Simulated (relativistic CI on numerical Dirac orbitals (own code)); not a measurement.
**Slater and spin-orbit integrals, Ir LXII**

Computed by Dirac-Coulomb-Breit CI, KLI orbitals optimised for each configuration, model QED, unscaled Slater integrals (own radial code, finite nucleus).

Slater integrals F^k, G^k are unscaled and averaged over j, outside the closed core [Ne]; ζ comes from projecting the Hamiltonian with its Breit term on Σ l·s of the shell.

- 3s2.3p4: F^2(3p,3p) = 560900, ζ(3p) = 2.2992e+06 cm⁻¹; <r>(3p) = 0.1736, <r^2>(3p) = 0.03496 (bohr units).
- 3s2.3p3.3d: F^2(3p,3p) = 560590, ζ(3p) = 2.2977e+06, F^2(3p,3d) = 566920, G^1(3p,3d) = 587360, G^3(3p,3d) = 396920, ζ(3d) = 309610 cm⁻¹; <r>(3p) = 0.1737, <r^2>(3p) = 0.035, <r>(3d) = 0.1543, <r^2>(3d) = 0.02746 (bohr units).
- 3s.3p5: G^1(3s,3p) = 715030, ζ(3p) = 2.299e+06 cm⁻¹; <r>(3s) = 0.1764, <r^2>(3s) = 0.03563, <r>(3p) = 0.1737, <r^2>(3p) = 0.03499 (bohr units).

Averages of the first 10 configurations, taken without configuration mixing, which lowers the lowest level and can move excited configurations by several eV; other configurations of the list can lie among them:

```
Configuration  Parity  States  Average energy above the lowest level (eV)
      3s2.3p4    even      15                                       295.4
   3s2.3p3.3d     odd     200                                       751.0
       3s.3p5     odd      12                                       796.3
          3p6    even       1                                      1321.8
    3s.3p4.3d    even     300                                      1241.2
   3s.3p3.3d2     odd    1800                                      1695.6
       3p5.3d     odd      60                                      1756.1
3s2.3p2.3d.4p     odd     900                                      3844.0
 3s.3p3.3d.4s     odd     800                                      4128.2
       3p5.4s     odd      12                                      4203.2
```
